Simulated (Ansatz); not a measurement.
A structure relaxed at PBE0-D4/def2-TZVP, charge 0, multiplicity 1:

| atom | x (Å) | y (Å) | z (Å) |
| --- | --- | --- | --- |
| C1 | -0.4494 | 0.1147 | 1.8507 |
| O2 | -1.4018 | 0.0084 | 0.8366 |
| In3 | -0.9538 | -0.1122 | -1.1052 |
| C4 | 1.1556 | -0.0621 | -1.4672 |
| H5 | 0.5908 | 0.1249 | 1.4881 |
| H6 | -0.5993 | 1.0382 | 2.4263 |
| H7 | -0.5378 | -0.7253 | 2.5531 |
| H8 | -2.3853 | -0.2292 | -2.0273 |
| H9 | 1.3764 | -0.1214 | -2.5323 |
| H10 | 1.5718 | 0.8637 | -1.0667 |
| H11 | 1.6330 | -0.8998 | -0.9561 |

**Question.** Give its formula and SMILES.

**Answer.** C2H7InO, `C[O][InH][CH3]`.

**Question.** Point group (tolerance 0.08 Å, 0.16 Å for H)?

**Answer.** Cs.

**Question.** Summarise the bond lengths by kind.

**Answer.** 1 × C–O 1.395 Å; 6 × C–H 1.089 to 1.102 Å; 1 × In–O 1.996 Å; 1 × C–In 2.141 Å; 1 × H–In 1.707 Å.

Program: Ansatz 0.2.0.
